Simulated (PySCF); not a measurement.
Match each property card to its molecule.

Structures:
1. `CCC#C/C=C/CC`
2. `[C@H]1(CF)C=NCC1`
3. `CN[SiH2]N([SiH3])[SiH3]`
4. `CC[S@@](C)=O`
5. `C=C[Si](C=C)(CC)CC`

Card P (geometry GFN2-xTB):
* Rotational constants A, B, C: 2.745, 1.080, 0.850 GHz
* Static isotropic polarisability (PBE0/def2-SVPD): 105.2 au
* Isotropic shieldings of nuclei other than C and H, by class (GIAO PBE0/pcSseg-1): 245 (1 N), 268 (1 N), 378 (1 Si), 398 (2 Si) ppm
* HOMO energy (PBE0/def2-SVPD): -6.83 eV
* Lowest singlet excitation (TDDFT PBE0/def2-SVPD): 5.75 eV (216 nm, f = 0.013)
* Point group: C1

Card Q (geometry PBE0-D3(BJ)/def2-SVP):
- Rotational constants A, B, C: 1.352, 1.114, 0.816 GHz
- Static isotropic polarisability (B3LYP/def2-SVPD): 124.1 au
- Core binding energies (ΔSCF SCAN, pcX-2 on the ionised atom, pcseg-1 elsewhere, spin-free X2C, 2p3/2 from a spin–orbit splitting computed afterwards within the 2p shell): Si2p3/2 105.6, C1s 289.7 (×2), C1s 289.7 (×2), C1s 290.1 (×2), C1s 290.4 (×2), Si1s 1845.4 eV
- Dipole moment (B3LYP/def2-SVPD): 0.02 D
- Lowest singlet excitation (TDDFT B3LYP/def2-SVPD): 5.71 eV (217 nm, f = 0.011)

Card R (geometry GFN2-xTB):
- Rotational constants A, B, C: 6.418, 0.616, 0.584 GHz
- Static isotropic polarisability (PBE0/def2-SVPD): 105.0 au
- Lowest singlet excitation (TDDFT PBE0/def2-SVPD): 5.29 eV (234 nm, f = 0.002)
- Point group: C1
- Dipole moment (PBE0/def2-SVPD): 0.37 D

Card S (geometry GFN2-xTB):
* Rotational constants A, B, C: 6.654, 2.976, 2.339 GHz
* Static isotropic polarisability (wB97X-D/def2-SVPD): 63.9 au
* Lowest triplet excitation (Tamm–Dancoff) (TDA wB97X-D/def2-SVPD): 5.27 eV
* HOMO energy (wB97X-D/def2-SVPD): -8.56 eV
* Lowest singlet excitation (TDDFT wB97X-D/def2-SVPD): 6.05 eV (205 nm, f = 0.063)

Card T (geometry GFN2-xTB):
- Rotational constants A, B, C: 6.022, 1.805, 1.532 GHz
- Static isotropic polarisability (PBE0/def2-SVPD): 63.5 au
- Lowest singlet excitation (TDDFT PBE0/def2-SVPD): 5.30 eV (234 nm, f = 0.002)
- Isotropic shieldings of nuclei other than C and H, by class (GIAO PBE0/pcSseg-1): -132 (1 N), 416 (1 F) ppm
- Strongest line among the 6 lowest singlet transitions (TDDFT PBE0/def2-SVPD): S3 at 7.14 eV (174 nm, f = 0.155)

All species are isolated and taken at one optimised geometry, non-relativistic unless stated; the electronic structure was computed with PySCF and density fitting. NMR classes are plain means over equivalent atoms (diastereotopic ones count apart unless rotation or inversion swaps them), as if these changed places fast.

Question: Which card belongs to which structure?

Answer: P = 3, Q = 5, R = 1, S = 4, T = 2. What ties each card to its structure:
- 1 (card R), C8H12, monoisotopic mass 108.1 u, 8 heavy atoms: an asymmetric top with C = 0.584 GHz, the lowest such constant on the cards; polarisability 105.0 au for 60 electrons; dipole 0.37 D.
- 2 (card T), C5H8FN, monoisotopic mass 101.1 u, 7 heavy atoms: an asymmetric top with C = 1.532 GHz; polarisability 63.5 au for 54 electrons.
- 3 (card P), CH12N2Si3, monoisotopic mass 136.0 u, 6 heavy atoms: an asymmetric top with C = 0.850 GHz; polarisability 105.2 au for 74 electrons.
- 4 (card S), C3H8OS, monoisotopic mass 92.0 u, 5 heavy atoms: an asymmetric top with C = 2.339 GHz, the highest such constant on the cards; polarisability 63.9 au for 50 electrons.
- 5 (card Q), C8H16Si, monoisotopic mass 140.1 u, 9 heavy atoms: core lines of C and Si; an asymmetric top with C = 0.816 GHz; polarisability 124.1 au for 78 electrons; a dipole under 0.05 D.
